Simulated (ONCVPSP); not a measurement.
**u(r) = r·R(r): atom against pseudo-atom (palladium (Pd))**

Columns: radius, all-electron u(r) and pseudo u(r) of the 4p shell (level -62.55 eV) of palladium in the configuration [Ar] 3d10 4s2 4p6 4d9; PW91, scalar-relativistic, ONCV scheme, ONCVPSP 4.0.1.

```
r (bohr)  all-electron  pseudo
   0.082        0.3763  0.0242
   0.165       -0.1682  0.0954
   0.248       -0.5736  0.2062
   0.330       -0.5304  0.3435
   0.413       -0.2120  0.4971
   0.495        0.1814  0.6493
   0.578        0.5428  0.7907
   0.660        0.8150  0.9072
   0.742        0.9947  0.9935
   0.825        1.0913  1.0462
   0.908        1.1199  1.0640
   0.990        1.0994  1.0504
   1.072        1.0465  1.0108
   1.155        0.9729  0.9506
   1.238        0.8891  0.8771
   1.320        0.8029  0.7974
   1.402        0.7178  0.7158
   1.485        0.6357  0.6352
   1.568        0.5593  0.5591
   1.650        0.4903  0.4902
   1.733        0.4272  0.4271
   1.815        0.3716  0.3715
   1.898        0.3216  0.3216
   1.980        0.2782  0.2781
   2.062        0.2401  0.2400
   2.145        0.2064  0.2064
```

How many radial nodes do the two functions have?

The all-electron 4p function has n − l − 1 = 2; the pseudo-wave has 0, since the states of the same l below it are removed with the core.

At about which radius was the pseudo-wave matched?

1.65 bohr, where the columns begin to agree (steps of 0.08 bohr).

Is the pseudo-wave norm-conserving?

Yes: the ONCV scheme keeps the norm inside the radius equal to the all-electron one, which fixes the energy derivative of the logarithmic derivative at the level.
